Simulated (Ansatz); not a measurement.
**Four-centre ligand exchange**

Start structure (BPH6O3, singlet), relaxed at PBE0-D4/def2-TZVP:

```xyz
11
angstrom
B -0.1065 0.2122 -1.5016
O -0.3596 0.5497 -2.8033
O 0.8411 -0.7159 -1.2019
O -0.8229 0.8240 -0.5041
H 0.4794 0.7973 2.5184
P 0.4317 -0.5712 2.1621
H 0.1978 0.0615 -3.4130
H 0.9219 -0.8629 -0.2483
H -1.4548 1.4542 -0.8569
H -0.9549 -0.7078 2.4083
H 0.8268 -1.0413 3.4403
```

The step: BH₃O₃ ([OH][B]([OH])[OH]) + PH₃ → BPH₄O₂ ([OH][B]([OH])[PH2]) + H₂O; bonds formed: B1–P6, O2–H5; bonds broken: B1–O2, H5–P6. Program: Ansatz 0.2.0. Basis: def2-TZVPP and def2-QZVPP. Cores are frozen in the correlated methods. Extrapolation: Hartree–Fock as exp(−7.88 √X), correlation as X^−2.97. Energies below are by CCSD(T) at an estimated basis limit (MP2 extrapolated from triple and quadruple zeta, plus CCSD(T) − MP2 in triple zeta).

What are the electronic barrier and the energy of the step, from the start structure to the end structure? (An estimate is asked for; the value comes from the calculation.)

Computed: Barrier 261.0 kJ/mol; step energy 125.4 kJ/mol (uphill); reverse barrier, their difference, 135.6 kJ/mol. Barrier and step energy count from the start structure, the reverse barrier from the end structure.

The saddle point: One imaginary mode of 1307i cm⁻¹.
```
 pair  start (Å)  saddle (Å)  end (Å)
B1–P6       3.78        2.11     1.93
O2–H5       5.39        1.28     0.96
B1–O2       1.37        1.56     3.75
H5–P6       1.41        1.66     3.36
```

Zero-point energy (harmonic, PBE0-D4): ZPE is 197.0 kJ/mol at the start and 187.4 kJ/mol at the saddle, so the barrier goes from 261.0 to 251.3 kJ/mol.

No T1 diagnostic of these runs exceeds 0.013.

Labels in which every atom is bracketed show which atoms are joined, not bond orders.

For scale, one of the runs: CCSD(T)/def2-TZVPP, 250 basis functions, launched by `ansatz run in.yaml --threads 8 --pin off --events-out ev --progress --plain --max-ram 19148MiB`. Hardware: 8 CPU threads of an Arm Neoverse V1, shared host. Wall time 100 s; peak host memory 5.6 GiB.
